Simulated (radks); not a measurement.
Question: Ru III, configuration [Kr] 4d6. All-electron calculation, scalar-relativistic Kohn-Sham, exchange-only LDA, spin-polarised, spherical densities, finite nucleus; open shells are filled with parallel spins first (spin-orbit coupling, left out, can overturn this in heavy ions); Fermi nuclear charge, rms radius 4.4809 fm. Program: a radial shooting solver on a logarithmic mesh with Libxc functionals. Some entries of the table are withheld. Estimate them.

orbital  occ.  eigenvalue (Ry)  <r^2> (bohr^2)  r(max) (bohr)
1s down     1        -1611.456        0.001513        0.02174
1s up       1        -1611.456        0.001513        0.02174
2s up       1        -232.9114         0.02507         0.1231
2s down     1        -232.8686         0.02507         0.1231
2p up       3        -208.8846         0.01971        0.09826
2p down     3        -208.8513         0.01971        0.09825
3s up       1        -42.09488          0.1865         0.3621
3s down     1        -42.06357          0.1864         0.3621
3p up       3        -34.20266          0.1896         0.3551
3p down     3        -34.16846          0.1894         0.3552
3d up       5        -21.46294          0.1773            (1)
3d down     5        -21.41732          0.1769            (2)
4s up       1         -7.06950           1.173         0.9139
4s down     1         -6.84858           1.164         0.9104
4p up       3         -4.86891           1.445         0.9818
4p down     3         -4.63428           1.434         0.9771
4d up       5         -1.78085           2.798            (3)
4d down     1         -1.53746           2.914            (4)

Answer: 
(1) 3d up r(max) (bohr): 0.3006
(2) 3d down r(max) (bohr): 0.3007
(3) 4d up r(max) (bohr): 1.199
(4) 4d down r(max) (bohr): 1.192
